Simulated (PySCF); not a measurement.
C₂H₈FNOSi (SMILES CCO[SiH](N)F), singlet, geometry from GFN2-xTB, atoms displaced at random by about 0.03 Å a coordinate; TPSS/STO-3G, gradient by finite differences in PySCF.

Input for PySCF:
```python
from pyscf import gto, scf, dft

mol = gto.Mole()
mol.atom = '''
    Si    0.74130110   -0.28977435   -0.70053156
    N     1.52799248   -1.33919954    0.35374212
    F     1.57258364    1.07057963   -1.02122248
    O    -0.56694653    0.45794035   -0.02136168
    C    -1.66295627   -0.22065944    0.51900750
    C    -2.40123092    0.75763495    1.35914248
    H     0.51101418   -0.99389840   -1.98385802
    H     1.55309057   -1.14616844    1.33049448
    H     2.39176104   -1.81691287    0.13198608
    H    -2.31900292   -0.58154884   -0.30270141
    H    -1.32360359   -1.19779623    1.10471756
    H    -1.76121626    1.03271648    2.23303327
    H    -2.68544334    1.69782577    0.76839115
    H    -3.28266816    0.25658718    1.85164921
'''
mol.basis = 'sto-3g'
mol.verbose = 4
mol.build()

mf = dft.RKS(mol)
mf.xc = 'tpss'
mf.conv_tol = 1e-11
mf.kernel()
scan, done = mf.as_scanner(), []
scan.scf_summary = {}
def energy(d):
    c = mol.atom_coords()
    c[6, 2] += d
    e = scan(mol.set_geom_(c, unit='Bohr', inplace=False))
    done.append(scan.converged)
    return e
h = 0.01
fd = (energy(h) - energy(-h)) / (2 * h)
print('dE/dx =', fd)
```

**Question.** What does PySCF print? Leave out banner, timings and long lists.

**Answer.** 
```
PySCF version 2.14.0

[INPUT] verbose = 4
[INPUT] num. atoms = 14
[INPUT] num. electrons = 58
[INPUT] charge = 0
[INPUT] spin (= nelec alpha-beta = 2S) = 0
[INPUT] symmetry False subgroup None
[INPUT] Mole.unit = angstrom
[INPUT] Symbol           X                Y                Z      unit          X                Y                Z       unit  Magmom
[...]
nuclear repulsion = 328.688755697686
number of shells = 28
number of NR pGTOs = 126
number of NR cGTOs = 42
basis = sto-3g
ecp = {}

******** <class 'pyscf.dft.rks.RKS'> ********
method = RKS
initial guess = minao
damping factor = 0
level_shift factor = 0
DIIS = <class 'pyscf.scf.diis.CDIIS'>
diis_start_cycle = 1
diis_space = 8
diis_damp = 0
SCF conv_tol = 1e-11
SCF conv_tol_grad = None
SCF max_cycles = 50
direct_scf = True
direct_scf_tol = 1e-13
XC library pyscf.dft.libxc version 7.1.2
    S. Lehtola, C. Steigemann, M. J. T. Oliveira, and M. A. L. Marques,  SoftwareX 7, 1–5 (2018)
XC functionals = tpss
    J. Tao, J. P. Perdew, V. N. Staroverov, and G. E. Scuseria,  Phys. Rev. Lett. 91, 146401 (2003)
    J. P. Perdew, J. Tao, V. N. Staroverov, and G. E. Scuseria,  J. Chem. Phys. 120, 6898 (2004)
    J. Tao, J. P. Perdew, V. N. Staroverov, and G. E. Scuseria,  Phys. Rev. Lett. 91, 146401 (2003)
    J. P. Perdew, J. Tao, V. N. Staroverov, and G. E. Scuseria,  J. Chem. Phys. 120, 6898 (2004)
radial grids:
    Treutler-Ahlrichs [JCP 102, 346 (1995); DOI:10.1063/1.469408] (M4) radial grids

becke partition: Becke, JCP 88, 2547 (1988); DOI:10.1063/1.454033
pruning grids: <function nwchem_prune>
grids dens level: 3
symmetrized grids: False
atomic radii adjust function: <function treutler_atomic_radii_adjust>
small_rho_cutoff = 0
Set gradient conv threshold to 3.16228e-06
Initial guess from minao.
tot grids = 168128
init E= -593.30625103588
[...]
cycle= 1 E= -592.694096514696  delta_E= 0.612  |g|= 0.789  |ddm|=  4.5
[...]
cycle= 2 E= -592.436830584159  delta_E= 0.257  |g|= 1.25  |ddm|= 3.08
[...]
cycle= 3 E= -592.910775726685  delta_E= -0.474  |g|= 0.196  |ddm|= 2.04
[...]
cycle= 4 E= -592.921716720424  delta_E= -0.0109  |g|= 0.0573  |ddm|= 0.372
[...]
cycle= 5 E= -592.922770385993  delta_E= -0.00105  |g|= 0.00739  |ddm|= 0.098
[...]
cycle= 6 E= -592.922791983735  delta_E= -2.16e-05  |g|= 0.00252  |ddm|= 0.0174
[...]
cycle= 7 E= -592.922794263535  delta_E= -2.28e-06  |g|= 0.000559  |ddm|= 0.00501
[...]
cycle= 8 E= -592.922794378029  delta_E= -1.14e-07  |g|= 9.94e-05  |ddm|= 0.00114
[...]
cycle= 9 E= -592.922794381852  delta_E= -3.82e-09  |g|= 2.79e-05  |ddm|= 0.000203
[...]
cycle= 10 E= -592.922794382113  delta_E= -2.61e-10  |g|= 4.46e-06  |ddm|= 4.73e-05
[...]
cycle= 11 E= -592.922794382121  delta_E= -7.96e-12  |g|= 4.53e-07  |ddm|= 8.75e-06
[...]
Extra cycle  E= -592.922794382122  delta_E= -1.25e-12  |g|= 4.29e-07  |ddm|= 1.39e-06
converged SCF energy = -592.922794382122
Create scanner for <class 'pyscf.dft.rks.RKS'>

WARN: Mole.unit (angstrom) is changed to Bohr

New geometry
   1 Si     0.741301100000  -0.289774350000  -0.700531560000 AA    1.400856054839  -0.547594159424  -1.323812790014 Bohr
   2 N      1.527992480000  -1.339199540000   0.353742120000 AA    2.887487307595  -2.530720356744   0.668475725523 Bohr
   3 F      1.572583640000   1.070579630000  -1.021222480000 AA    2.971752387572   2.023102295238  -1.929830799449 Bohr
   4 O     -0.566946530000   0.457940350000  -0.021361680000 AA   -1.071373668973   0.865381842887  -0.040367724761 Bohr
   5 C     -1.662956270000  -0.220659440000   0.519007500000 AA   -3.142531907428  -0.416985908400   0.980782031595 Bohr
   6 C     -2.401230920000   0.757634950000   1.359142480000 AA   -4.537668800637   1.431722557899   2.568407051462 Bohr
   7 H      0.511014180000  -0.993898400000  -1.978566247891 AA    0.965676845969  -1.878195771643  -3.738948327822 Bohr
   8 H      1.553090570000  -1.146168440000   1.330494480000 AA    2.934915823945  -2.165944444220   2.514270177446 Bohr
   9 H      2.391761040000  -1.816912870000   0.131986080000 AA    4.519773321005  -3.433467716497   0.249417543455 Bohr
  10 H     -2.319002920000  -0.581548840000  -0.302701410000 AA   -4.382280400867  -1.098968035659  -0.572022762420 Bohr
  11 H     -1.323603590000  -1.197796230000   1.104717560000 AA   -2.501248282591  -2.263506827737   2.087613633398 Bohr
  12 H     -1.761216260000   1.032716480000   2.233033270000 AA   -3.328216377531   1.951551311525   4.219821307342 Bohr
  13 H     -2.685443340000   1.697825770000   0.768391150000 AA   -5.074752435637   3.208425712529   1.452048830040 Bohr
  14 H     -3.282668160000   0.256587180000   1.851649210000 AA   -6.203343780230   0.484879497274   3.499109885667 Bohr

******** <class 'pyscf.scf.hf.RKS_Scanner'> ********
method = RKS_Scanner
initial guess = minao
damping factor = 0
level_shift factor = 0
DIIS = <class 'pyscf.scf.diis.CDIIS'>
diis_start_cycle = 1
diis_space = 8
diis_damp = 0
SCF conv_tol = 1e-11
SCF conv_tol_grad = None
SCF max_cycles = 50
direct_scf = True
direct_scf_tol = 1e-13
XC library pyscf.dft.libxc version 7.1.2
    S. Lehtola, C. Steigemann, M. J. T. Oliveira, and M. A. L. Marques,  SoftwareX 7, 1–5 (2018)
XC functionals = tpss
    J. Tao, J. P. Perdew, V. N. Staroverov, and G. E. Scuseria,  Phys. Rev. Lett. 91, 146401 (2003)
    J. P. Perdew, J. Tao, V. N. Staroverov, and G. E. Scuseria,  J. Chem. Phys. 120, 6898 (2004)
    J. Tao, J. P. Perdew, V. N. Staroverov, and G. E. Scuseria,  Phys. Rev. Lett. 91, 146401 (2003)
    J. P. Perdew, J. Tao, V. N. Staroverov, and G. E. Scuseria,  J. Chem. Phys. 120, 6898 (2004)
radial grids:
    Treutler-Ahlrichs [JCP 102, 346 (1995); DOI:10.1063/1.469408] (M4) radial grids

becke partition: Becke, JCP 88, 2547 (1988); DOI:10.1063/1.454033
pruning grids: <function nwchem_prune>
grids dens level: 3
symmetrized grids: False
atomic radii adjust function: <function treutler_atomic_radii_adjust>
small_rho_cutoff = 0
Set gradient conv threshold to 3.16228e-06
tot grids = 168128
init E= -592.923398583699
[...]
cycle= 1 E= -592.922879067061  delta_E= 0.00052  |g|= 0.00132  |ddm|= 0.00487
[...]
cycle= 2 E= -592.92287911696  delta_E= -4.99e-08  |g|= 0.00147  |ddm|= 0.00589
[...]
cycle= 3 E= -592.92287992751  delta_E= -8.11e-07  |g|= 0.000247  |ddm|= 0.00284
[...]
cycle= 4 E= -592.92287994846  delta_E= -2.1e-08  |g|= 8.19e-05  |ddm|= 0.00054
[...]
cycle= 5 E= -592.922879950492  delta_E= -2.03e-09  |g|= 6.12e-06  |ddm|= 0.000121
[...]
cycle= 6 E= -592.922879950506  delta_E= -1.39e-11  |g|= 2.1e-06  |ddm|= 1.33e-05
[...]
cycle= 7 E= -592.922879950507  delta_E= -6.82e-13  |g|= 5.14e-07  |ddm|= 4.07e-06
[...]
Extra cycle  E= -592.922879950505  delta_E= 1.14e-12  |g|= 7.64e-07  |ddm|= 2.29e-06
converged SCF energy = -592.922879950505

WARN: Mole.unit (angstrom) is changed to Bohr

New geometry
   1 Si     0.741301100000  -0.289774350000  -0.700531560000 AA    1.400856054839  -0.547594159424  -1.323812790014 Bohr
   2 N      1.527992480000  -1.339199540000   0.353742120000 AA    2.887487307595  -2.530720356744   0.668475725523 Bohr
   3 F      1.572583640000   1.070579630000  -1.021222480000 AA    2.971752387572   2.023102295238  -1.929830799449 Bohr
   4 O     -0.566946530000   0.457940350000  -0.021361680000 AA   -1.071373668973   0.865381842887  -0.040367724761 Bohr
   5 C     -1.662956270000  -0.220659440000   0.519007500000 AA   -3.142531907428  -0.416985908400   0.980782031595 Bohr
   6 C     -2.401230920000   0.757634950000   1.359142480000 AA   -4.537668800637   1.431722557899   2.568407051462 Bohr
   7 H      0.511014180000  -0.993898400000  -1.989149792109 AA    0.965676845969  -1.878195771643  -3.758948327822 Bohr
   8 H      1.553090570000  -1.146168440000   1.330494480000 AA    2.934915823945  -2.165944444220   2.514270177446 Bohr
   9 H      2.391761040000  -1.816912870000   0.131986080000 AA    4.519773321005  -3.433467716497   0.249417543455 Bohr
  10 H     -2.319002920000  -0.581548840000  -0.302701410000 AA   -4.382280400867  -1.098968035659  -0.572022762420 Bohr
  11 H     -1.323603590000  -1.197796230000   1.104717560000 AA   -2.501248282591  -2.263506827737   2.087613633398 Bohr
  12 H     -1.761216260000   1.032716480000   2.233033270000 AA   -3.328216377531   1.951551311525   4.219821307342 Bohr
  13 H     -2.685443340000   1.697825770000   0.768391150000 AA   -5.074752435637   3.208425712529   1.452048830040 Bohr
  14 H     -3.282668160000   0.256587180000   1.851649210000 AA   -6.203343780230   0.484879497274   3.499109885667 Bohr

******** <class 'pyscf.scf.hf.RKS_Scanner'> ********
method = RKS_Scanner
initial guess = minao
damping factor = 0
level_shift factor = 0
DIIS = <class 'pyscf.scf.diis.CDIIS'>
diis_start_cycle = 1
diis_space = 8
diis_damp = 0
SCF conv_tol = 1e-11
SCF conv_tol_grad = None
SCF max_cycles = 50
direct_scf = True
direct_scf_tol = 1e-13
XC library pyscf.dft.libxc version 7.1.2
    S. Lehtola, C. Steigemann, M. J. T. Oliveira, and M. A. L. Marques,  SoftwareX 7, 1–5 (2018)
XC functionals = tpss
    J. Tao, J. P. Perdew, V. N. Staroverov, and G. E. Scuseria,  Phys. Rev. Lett. 91, 146401 (2003)
    J. P. Perdew, J. Tao, V. N. Staroverov, and G. E. Scuseria,  J. Chem. Phys. 120, 6898 (2004)
    J. Tao, J. P. Perdew, V. N. Staroverov, and G. E. Scuseria,  Phys. Rev. Lett. 91, 146401 (2003)
    J. P. Perdew, J. Tao, V. N. Staroverov, and G. E. Scuseria,  J. Chem. Phys. 120, 6898 (2004)
radial grids:
    Treutler-Ahlrichs [JCP 102, 346 (1995); DOI:10.1063/1.469408] (M4) radial grids

becke partition: Becke, JCP 88, 2547 (1988); DOI:10.1063/1.454033
pruning grids: <function nwchem_prune>
grids dens level: 3
symmetrized grids: False
atomic radii adjust function: <function treutler_atomic_radii_adjust>
small_rho_cutoff = 0
Set gradient conv threshold to 3.16228e-06
tot grids = 168128
init E= -592.921679374876
[...]
cycle= 1 E= -592.922688328313  delta_E= -0.00101  |g|= 0.00266  |ddm|= 0.00979
[...]
cycle= 2 E= -592.922688497458  delta_E= -1.69e-07  |g|= 0.00296  |ddm|= 0.0119
[...]
cycle= 3 E= -592.922691809324  delta_E= -3.31e-06  |g|= 0.000496  |ddm|= 0.00573
[...]
cycle= 4 E= -592.922691893552  delta_E= -8.42e-08  |g|= 0.000165  |ddm|= 0.00108
[...]
cycle= 5 E= -592.922691901752  delta_E= -8.2e-09  |g|= 1.25e-05  |ddm|= 0.000244
[...]
cycle= 6 E= -592.922691901805  delta_E= -5.32e-11  |g|= 4.38e-06  |ddm|= 2.73e-05
[...]
cycle= 7 E= -592.922691901812  delta_E= -7.28e-12  |g|= 1.07e-06  |ddm|= 8.5e-06
[...]
Extra cycle  E= -592.922691901808  delta_E= 3.87e-12  |g|= 1.59e-06  |ddm|= 4.77e-06
converged SCF energy = -592.922691901808
dE/dx = -0.0094024348527455
```
